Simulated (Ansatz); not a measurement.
`C[B-]1(O)OC(C(F)(F)F)=CC(C(F)(F)F)=[O+]1` and `O[B-]1(Cl)OC(C(F)(F)F)=CC(C(F)(F)F)=[O+]1` differ in one atom or group.

Ansatz, PBE0-D4/def2-TZVP geometries, multiplicity 1. Each molecule was computed in one conformer, which needn't be the lowest.

```
                                        property  `C[B-]1(O)OC(C(F)(F)F)=CC(C(F)(F)F)=[O+]1`
            HOMO–LUMO gap (PBE0/def2-TZVPP) / eV                                        4.85
  size of the dipole moment (PBE/def2-TZVPP) / D                                        2.64
           LUMO energy (ωB97M-V/def2-TZVPP) / eV                                       -1.34
         HOMO–LUMO gap (ωB97M-V/def2-TZVPP) / eV                                        9.16
             HOMO energy (B3LYP/def2-TZVPP) / eV                                       -8.14
size of the dipole moment (B3LYP/def2-TZVPP) / D                                        2.82
```

Q: What does the change do to each property? (Best estimate.)

A: Computed: 
| property | `O[B-]1(Cl)OC(C(F)(F)F)=CC(C(F)(F)F)=[O+]1` | shift |
| --- | --- | --- |
| HOMO–LUMO gap (PBE0/def2-TZVPP) / eV | 4.94 | 0.09 |
| size of the dipole moment (PBE/def2-TZVPP) / D | 2.09 | -0.55 |
| LUMO energy (ωB97M-V/def2-TZVPP) / eV | -1.65 | -0.31 |
| HOMO–LUMO gap (ωB97M-V/def2-TZVPP) / eV | 9.32 | 0.16 |
| HOMO energy (B3LYP/def2-TZVPP) / eV | -8.47 | -0.33 |
| size of the dipole moment (B3LYP/def2-TZVPP) / D | 2.31 | -0.51 |

With PBE0 the HOMO falls by 0.40 eV and the LUMO falls by 0.30 eV, so the gap widens by about 0.10 eV. PBE moves the HOMO by -0.25 eV and ωB97M-V by -0.46 eV. Dipoles are sizes alone; their direction can turn.

B3LYP here is the variant with VWN-RPA as its local correlation; programs differ in this.
